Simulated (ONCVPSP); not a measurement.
**Which change was made? (K, ONCV)**

```
Element                 : K
Generator               : ONCVPSP 4.0.1
Type                    : optimised norm-conserving Vanderbilt (ONCV)
Functional              : PBE
Relativity              : scalar-relativistic
Frozen core             : [Ne]
Valence charge          : 9
Reference configuration : 3s2 3p6 4p1
Partial waves           : 3s: rc 1.70 bohr, ncon 4, nbas 7, qcut 7 1/bohr, 2 projectors, debl 2.7 Ha; 3p+4p: rc 2.00 bohr, ncon 4, nbas 7, qcut 5.7 1/bohr, 2 projectors; d scattering state at 0.04 Ha: rc 1.70 bohr, ncon 4, nbas 8, qcut 4.8 1/bohr, local
Local potential         : the d channel
Core correction         : Teter function, fcfact 2.5, rcfact 1.1
```

Cutoffs, loose and tight: the cutoffs (Ha) at which the residual kinetic energy of the hardest occupied pseudo-wave falls to 1 and 0.1 mHa per electron. They do not see the model core or the augmentation charge, which bear on the density cutoff. Test errors are all-electron minus pseudo excitation energies from the reference, over the configurations 3s2 3p6 4s1 4p0; 3s2 3p6 4p0; 3s2 3p6 4s0.5 4p0; 3s1 3p6 4s1 4p0; variants that change the core or the reference have their own tests.

The base gives: outcome: generated; cutoff, loose: 17 Ha; cutoff, tight: 20 Ha; bound ghosts: s; GHOST(+) flags above zero: none; largest test error (meV): -65.

After one change the result is: outcome: generated; cutoff, loose: 15 Ha; cutoff, tight: 19 Ha; bound ghosts: s; GHOST(+) flags above zero: none; largest test error (meV): -94. Which change was it?
A. s: qcut 10.2; p: qcut 8.3; d: qcut 7
B. s: qcut 9; p: qcut 7.3; d: qcut 6.1
C. s: qcut 4.6; p: qcut 3.7; d: qcut 3.1
D. s: qcut 6.4; p: qcut 5.2; d: qcut 4.4

D. The others give: s: qcut 9; p: qcut 7.3; d: qcut 6.1 → outcome: generated; cutoff, loose: 22 Ha; cutoff, tight: 27 Ha; bound ghosts: s; GHOST(+) flags above zero: none; largest test error (meV): -17 | s: qcut 4.6; p: qcut 3.7; d: qcut 3.1 → outcome: generated; cutoff, loose: 29 Ha; cutoff, tight: 41 Ha; bound ghosts: none; GHOST(+) flags above zero: s; largest test error (meV): -194 | s: qcut 10.2; p: qcut 8.3; d: qcut 7 → outcome: generated; cutoff, loose: 23 Ha; cutoff, tight: 28 Ha; bound ghosts: s; GHOST(+) flags above zero: none; largest test error (meV): -7.0.
